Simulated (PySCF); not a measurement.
Br₂Co, SMILES [Br][Co+][Br] (connectivity only; charge and spin as stated), charge +1, multiplicity 5.

The structure is a stationary point at B3LYP-D3(BJ)/def2-SVP. The spin state was assumed, not searched.

Calculation: B3LYP/def2-TZVPD (PySCF).

The molecule is in vacuum.

```
Property                                                            Value
------------------------------------------------  -----------------------
total energy                                          -6530.93089 hartree
point group                                                           D∞h
α spin, highest occupied and lowest empty level       -14.46 and -6.71 eV
β spin, highest occupied and lowest empty level      -14.02 and -11.65 eV
dipole moment about the centre of nuclear charge                   0.00 D
mean static polarisability                          84.5 bohr³ (12.52 Å³)
polarisability, principal values                  43.0, 43.0, 167.6 bohr³
⟨S²⟩                                              6.016 (pure state 6.00)
```
